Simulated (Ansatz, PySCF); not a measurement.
Gas-phase reaction R1 → 2 P1, each structure at its B3LYP-D3(BJ)/def2-TZVP stationary point, reached from a drawn start (curvature not checked).
R1, As4 (SMILES [As]12[As]3[As]1[As]23) (charge 0, multiplicity 1):
```tsv
atom	x (Å)	y (Å)	z (Å)
As	0.8670	0.8670	0.8670
As	0.8670	-0.8670	-0.8670
As	-0.8670	0.8670	-0.8670
As	-0.8670	-0.8670	0.8670
```
P1: As2 (SMILES [As]#[As]), charge 0, multiplicity 1.

P less R. No zero-point or thermal terms; no spin–orbit coupling.

Correlated levels freeze the cores. In cc and def2 sets filled d and f shells under p-block atoms count as core.

Run with Ansatz (Gaussian basis) for Hartree–Fock, density functionals and correlated methods; PySCF for the D3/D4 terms. All values are computed, each at the level named.

**Question.** One of these levels gives 1.937 eV for the reaction energy. Which?
A. r2SCAN-D4/def2-TZVPP
B. BLYP-D3(BJ)/def2-TZVPP
C. revPBE/def2-TZVPP
D. MP2/cc-pVDZ

**Answer.** D, MP2/cc-pVDZ. The others give 2.323 (BLYP-D3(BJ)/def2-TZVPP), 2.594 (revPBE/def2-TZVPP), 2.933 (r2SCAN-D4/def2-TZVPP)

Ansatz is a quantum-chemistry and plane-wave program.
